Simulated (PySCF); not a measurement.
A GIAO shielding run with PySCF (density fitting, non-relativistic, gas phase) on SMILES N(CC/C=C/C(F)F)[SiH3], C5H11F2NSi:

```
$ OMP_NUM_THREADS=1 python probes_run.py task.json out

{"job": {"kind": "nmr", "xc": "PBE0", "basis": "pcSseg-1"}, "charge": 0, "multiplicity": 1}
F     -3.824736    -1.716715     0.392180
C     -3.576657    -0.414193     0.081729
F     -3.891561    -0.272954    -1.227905
C     -2.149220    -0.065135     0.370332
C     -1.334232     0.501459    -0.504752
C      0.094077     0.825921    -0.240399
C      1.017750     0.062177    -1.211310
N      2.414338     0.306894    -0.975890
Si     3.346273    -0.543173     0.194534
H     -4.294685     0.193429     0.660973
H     -1.833861    -0.330678     1.368679
H     -1.695839     0.738471    -1.496975
H      0.255259     1.898843    -0.381173
H      0.365982     0.567054     0.784058
H      0.841378    -1.009122    -1.097992
H      0.767132     0.342828    -2.241053
H      2.662917     1.265784    -1.169544
H      4.709987    -0.077019    -0.037070
H      2.975665    -0.302866     1.600858
H      3.144884    -1.960329    -0.101407
```

Hardware: 1 thread of an Arm Neoverse V1, shared host. The job also computes population analyses, field gradients.

Task: How large is the calculation?

Result: 80 electrons, 215 basis functions and 1132 auxiliary functions.

Task: How long does it take, and how much memory does it need?

Result: 46 s of wall time, with 14 SCF cycles and 4 response iterations; peak memory 0.95 GiB. Times on a shared host scatter by some tens of per cent.
